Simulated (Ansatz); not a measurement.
SiH2MeEt (C₃H₁₀Si). The state is a singlet with charge 0. Geometry PBE-D4/def2-SVP, basis def2-TZVP, Ansatz.

```xyz
14

Si    0.1072   -0.4788    0.7769
H    -0.2456    0.3334    2.0005
H    -0.7677   -1.7099    0.7909
C     1.9283   -0.9874    0.8485
H     2.5887   -0.0962    0.8587
H     2.2013   -1.6054   -0.0313
H     2.1421   -1.5803    1.7607
C    -0.2702    0.5400   -0.7816
C    -1.7370    0.9689   -0.9206
H     0.0459   -0.0617   -1.6628
H     0.3981    1.4298   -0.7726
H    -1.9100    1.5631   -1.8420
H    -2.4167    0.0924   -0.9630
H    -2.0643    1.5920   -0.0623
```

| run | HOMO (eV) | LUMO (eV) |
| --- | --- | --- |
| A | -10.93 | 2.96 |
| B | -7.19 | 0.65 |
| C | -8.37 | 1.25 |
| D | -7.31 | 0.22 |
| E | -8.20 | 0.89 |
| F | -6.93 | 0.10 |

LC-ωPBE has ω = 0.4 bohr⁻¹.

The runs used B97M-V, LC-ωPBE, PBE, PBE0, r2SCAN, r2SCAN0. Estimate which is which.

A LC-ωPBE (range-separated); B r2SCAN (0 % exact exchange); C r2SCAN0 (25 % exact exchange); D B97M-V (0 % exact exchange); E PBE0 (25 % exact exchange); F PBE (0 % exact exchange). Exact exchange lowers occupied and raises empty levels; among semilocal functionals meta-GGAs tend to open the gap a little, and such runs are hard to tell apart. The gap grows from 7.03 eV (PBE) to 13.88 eV (LC-ωPBE).
